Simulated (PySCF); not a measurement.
Species: C₂H₅F₃P₂Si.
SMILES: `FC(F)(F)/P=P/C[SiH3]`

A PySCF run (density fitting, gas phase, GFN2-xTB geometry) gave HOMO -7.71 eV, LUMO -3.21 eV, dipole 3.60 D.

Question: Which of these levels was it?
A. PBE0/pcSseg-1
B. CAM-B3LYP/def2-SVPD
C. OPBE/def2-SVPD
D. CAM-B3LYP/pcSseg-1
E. OPBE/pcSseg-1

Answer: A. It is PBE0/pcSseg-1. All candidates on this geometry:

```csv
level and settings,kind,basis functions,SCF cycles,E (Eh),HOMO (eV),LUMO (eV),dipole (D)
OPBE/pcSseg-1,GGA,182,16,-1350.5612,-6.54,-3.82,3.25
"OPBE/def2-SVPD, grid level 3, start guess huckel",GGA,221,16,-1350.0784,-6.53,-3.77,3.44
PBE0/pcSseg-1,global hybrid,182,14,-1350.1021,-7.71,-3.21,3.60
CAM-B3LYP/pcSseg-1,range-separated hybrid,182,13,-1350.7713,-8.85,-2.13,3.66
CAM-B3LYP/def2-SVPD,range-separated hybrid,221,13,-1350.2707,-8.81,-2.06,3.82
```

The nearest other candidate, by the summed differences of HOMO and LUMO, is OPBE/def2-SVPD: its HOMO differs by +1.18 eV and its LUMO by -0.56 eV. Cycle counts include a coarse-grid stage where the run had one. At CAM-B3LYP/pcSseg-1 the closed-shell solution lies near or past a triplet instability.

Shape of the structure used: `[F:1][C:2]([F:3])([F:4])/[P:5]=[P:6]/[CH2:7][SiH3:8]`: F1–C2–P5–P6 151°, P5–P6–C7–Si8 -88°.
